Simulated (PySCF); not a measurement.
Job file and geometry (Å, from GFN2-xTB) of an NMR shielding run on `BP[Si@H](Cl)c1ccccc1`, C6H9BClPSi, GIAO PBE0/pcSseg-1 NMR shielding, non-relativistic, gas phase (PySCF 2.14.0, density-fitted response routines); density fitting, a coarse starting grid and PySCF grid level 2 are the driver's defaults:

```
$ OMP_NUM_THREADS=1 python probes_run.py task.json out

{"job": {"kind": "nmr", "xc": "PBE0", "basis": "pcSseg-1"}, "charge": 0, "multiplicity": 1}
B      3.105538     0.238006    -0.754018
P      2.848374    -1.354773     0.100250
Si     1.013539    -1.157844     1.368597
Cl     0.397055    -3.031027     1.807710
C     -0.416025    -0.226119     0.542224
C     -0.588547     1.139029     0.758209
C     -1.603424     1.835911     0.128669
C     -2.462379     1.179486    -0.737109
C     -2.301869    -0.176391    -0.967262
C     -1.287913    -0.870931    -0.332840
H      3.373137     0.266392    -1.890259
H      3.140390     1.214684    -0.110953
H      2.406579    -2.207192    -0.890875
H      1.415356    -0.490401     2.608585
H      0.077932     1.658474     1.431445
H     -1.727177     2.893249     0.312656
H     -3.254517     1.723324    -1.230265
H     -2.969832    -0.693518    -1.640703
H     -1.176020    -1.931108    -0.511524
```

Q: What does the program print?

A: 
```
coarse grid: 18056 points
cycle   1  E = -1349.0881599554  dE =  1.434e+00  |g| = 4.237e-01  |ddm| = 4.303e+00
cycle   2  E = -1349.0772265991  dE =  1.093e-02  |g| = 4.817e-01  |ddm| = 1.148e+00
cycle   3  E = -1349.1406507714  dE = -6.342e-02  |g| = 4.582e-02  |ddm| = 6.090e-01
cycle   4  E = -1349.1410627394  dE = -4.120e-04  |g| = 3.006e-02  |ddm| = 1.052e-01
cycle   5  E = -1349.1413019874  dE = -2.392e-04  |g| = 1.058e-02  |ddm| = 4.479e-02
cycle   6  E = -1349.1413301698  dE = -2.818e-05  |g| = 3.362e-03  |ddm| = 1.362e-02
cycle   7  E = -1349.1413331207  dE = -2.951e-06  |g| = 7.813e-04  |ddm| = 4.250e-03
final grid: 162408 points
cycle   8  E = -1349.1982158342  dE = -4.317e-05  |g| = 7.733e-03  |ddm| = 4.723e-02
cycle   9  E = -1349.1982111762  dE =  4.658e-06  |g| = 8.558e-03  |ddm| = 1.836e-02
cycle  10  E = -1349.1982313698  dE = -2.019e-05  |g| = 7.885e-04  |ddm| = 1.037e-02
cycle  11  E = -1349.1982315319  dE = -1.621e-07  |g| = 2.517e-04  |ddm| = 1.451e-03
cycle  12  E = -1349.1982315517  dE = -1.984e-08  |g| = 5.445e-05  |ddm| = 3.783e-04
cycle  13  E = -1349.1982315523  dE = -5.402e-10  |g| = 3.519e-05  |ddm| = 9.494e-05
cycle  14  E = -1349.1982315526  dE = -3.333e-10  |g| = 6.853e-06  |ddm| = 4.055e-05
converged SCF energy = -1349.1982315526

GIAO shielding tensors (ppm)
atom      isotropic    diamagn.    paramagn.     s11        s22        s33       span
  0 B       18.331     195.370    -177.038    -86.985     -8.931    150.909    237.894
  1 P      433.825     970.566    -536.740    271.322    479.826    550.328    279.005
  2 Si     352.199     879.785    -527.586    324.595    340.613    391.389     66.793
  3 Cl     965.260    1148.560    -183.300    876.639   1003.220   1015.920    139.281
  4 C       40.456     263.159    -222.703    -46.007    -13.078    180.453    226.460
  5 C       51.054     253.330    -202.276    -59.144     35.673    176.631    235.775
  6 C       53.499     254.073    -200.574    -57.507     39.177    178.828    236.335
  7 C       50.275     255.036    -204.761    -60.909     32.722    179.012    239.921
  8 C       52.754     254.022    -201.268    -59.331     38.732    178.862    238.193
  9 C       48.446     253.794    -205.348    -66.009     29.373    181.973    247.982
 10 H       23.390      29.522      -6.132     14.296     26.945     28.930     14.633
 11 H       23.636      30.441      -6.805     13.221     27.173     30.515     17.294
 12 H       28.099      32.824      -4.725     23.676     27.486     33.135      9.459
 13 H       25.450      28.819      -3.369     21.616     23.846     30.889      9.273
 14 H       24.053      33.478      -9.425     20.214     22.768     29.178      8.964
 15 H       24.118      30.604      -6.486     20.643     24.576     27.134      6.491
 16 H       24.059      29.667      -5.608     20.757     24.676     26.745      5.987
 17 H       24.022      30.584      -6.562     20.435     24.295     27.338      6.904
 18 H       23.856      33.572      -9.716     19.400     21.718     30.451     11.051
```

Size and cost of the density-fitted run: 236 basis functions, 50 s wall time on 1 thread of an Arm Neoverse V2, shared host; peak memory 1.1 GiB.
